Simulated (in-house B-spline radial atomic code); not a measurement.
# Ionising Pm²⁷⁺ with different functionals

Computed with a B-spline radial code for spherical atoms: scalar-relativistic (spin-free X2C) Hamiltonian, Fermi nucleus of rms radius 4.962 fm, spin-polarised at highest spin, spherical fractional occupations for the functionals. The ionisation energy is the difference of two self-consistent energies, [Ar] 3d10 4s2 4p4 → [Ar] 3d10 4s2 4p3, without Breit or QED terms; ε is the level of the shell that loses the electron (its least bound occupied spin orbital). There is no spin-orbit coupling in this Hamiltonian.

Hybrids are left out here: with spherical fractional occupations of an open shell their exact exchange keeps a self-interaction that integer-occupation calculations don't have.

```
method      rung  ΔSCF (eV)  -ε(4p) (eV)
  PW91       GGA    1006.31       986.97
  BP86       GGA    1006.46       987.09
  SCAN  meta-GGA    1004.95       986.45
r2SCAN  meta-GGA    1004.68       986.30
```

Q: Among the functionals, which spreads more, the ΔSCF values or the orbital energies?

A: The ΔSCF values: ΔSCF values span about 1.77 eV and the orbital energies 0.79 eV.

Q: How do they compare with the NIST value?

A: NIST lists 998 eV ± 4 (tabulated theory, ground level to ground level). Errors run from +6.68 to +8.46 eV. The correlated functionals all miss on the same side by more than they spread, so the cause is common to them (spin-orbit coupling, Breit-QED terms, multiplet and fine-structure energies, or a listed next ion that isn't the cheapest removal here) and closeness doesn't rank the functionals.
